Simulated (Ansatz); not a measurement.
One change: `C[O][Ga]([CH3])[Cl]` becomes `C[CH2][Ga]([CH3])[Cl]`.

Ansatz, PBE0-D4/def2-TZVP geometries, multiplicity 1. Each molecule was computed in one conformer, which needn't be the lowest.

Scalar relativity is left out up to krypton.

```json
{"property": "LUMO energy (PBE/def2-TZVPP) / eV", "`C[O][Ga]([CH3])[Cl]`": "-1.39"}
{"property": "HOMO–LUMO gap (PBE/def2-TZVPP) / eV", "`C[O][Ga]([CH3])[Cl]`": "5.09"}
{"property": "ideal-gas entropy at 298 K and 1 bar (rigid rotor, harmonic PBE0-D4/def2-TZVP) / J/(mol·K)", "`C[O][Ga]([CH3])[Cl]`": "397"}
{"property": "zero-point energy (PBE0-D4/def2-TZVP) / kJ/mol", "`C[O][Ga]([CH3])[Cl]`": "207.0"}
{"property": "size of the dipole moment (ωB97M-V/def2-TZVPP) / D", "`C[O][Ga]([CH3])[Cl]`": "3.39"}
{"property": "HOMO energy (ωB97M-V/def2-TZVPP) / eV", "`C[O][Ga]([CH3])[Cl]`": "-10.38"}
```

Question: What does the change do to each property? (Best estimate.)

Answer: Computed: 
```json
{"property": "LUMO energy (PBE/def2-TZVPP) / eV", "`C[CH2][Ga]([CH3])[Cl]`": "-1.69", "shift": "-0.30"}
{"property": "HOMO–LUMO gap (PBE/def2-TZVPP) / eV", "`C[CH2][Ga]([CH3])[Cl]`": "4.63", "shift": "-0.46"}
{"property": "ideal-gas entropy at 298 K and 1 bar (rigid rotor, harmonic PBE0-D4/def2-TZVP) / J/(mol·K)", "`C[CH2][Ga]([CH3])[Cl]`": "401", "shift": "4"}
{"property": "zero-point energy (PBE0-D4/def2-TZVP) / kJ/mol", "`C[CH2][Ga]([CH3])[Cl]`": "267.0", "shift": "60.0"}
{"property": "size of the dipole moment (ωB97M-V/def2-TZVPP) / D", "`C[CH2][Ga]([CH3])[Cl]`": "2.83", "shift": "-0.56"}
{"property": "HOMO energy (ωB97M-V/def2-TZVPP) / eV", "`C[CH2][Ga]([CH3])[Cl]`": "-9.72", "shift": "0.66"}
```

With PBE0 the HOMO rises by 0.43 eV and the LUMO falls by 0.30 eV, so the gap narrows by about 0.73 eV. PBE moves the HOMO by 0.16 eV and ωB97M-V by 0.66 eV. The zero-point energy changes by 60.0 kJ/mol with +6 modes. Dipoles are sizes alone; their direction can turn. Modes under 60 cm⁻¹, often nearly free rotors, make the harmonic entropy too high.
